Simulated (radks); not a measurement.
Q: Si I, configuration [Ne] 3s2 3p2. Method: Dirac Kohn-Sham, PBE, spin-unpolarised, spherical densities, finite nucleus; open shells fill j = l - 1/2 first; Fermi nuclear charge, rms radius 3.1224 fm; computed with a radial shooting solver on a logarithmic mesh with Libxc functionals. Some entries of the table are withheld. Estimate them.

| orbital | occ. | eigenvalue (eV) | <r> (bohr) | <r^2> (bohr^2) |
|---|---|---|---|---|
| 1s1/2 | 2 | -1785.768 | 0.1113 | 0.01668 |
| 2s1/2 | 2 | -139.4584 | (1) | 0.3856 |
| 2p1/2 | 2 | -95.9482 | 0.5361 | 0.3630 |
| 2p3/2 | 4 | -95.3011 | 0.5383 | 0.3659 |
| 3s1/2 | 2 | -10.7970 | 2.164 | 5.457 |
| 3p1/2 | 2 | (2) | 2.791 | 9.390 |
| 3p3/2 | 0 | (3) | 2.800 | 9.454 |

A: 
(1) 2s1/2 <r> (bohr): 0.5679
(2) 3p1/2 eigenvalue (eV): -4.0899
(3) 3p3/2 eigenvalue (eV): -4.0584
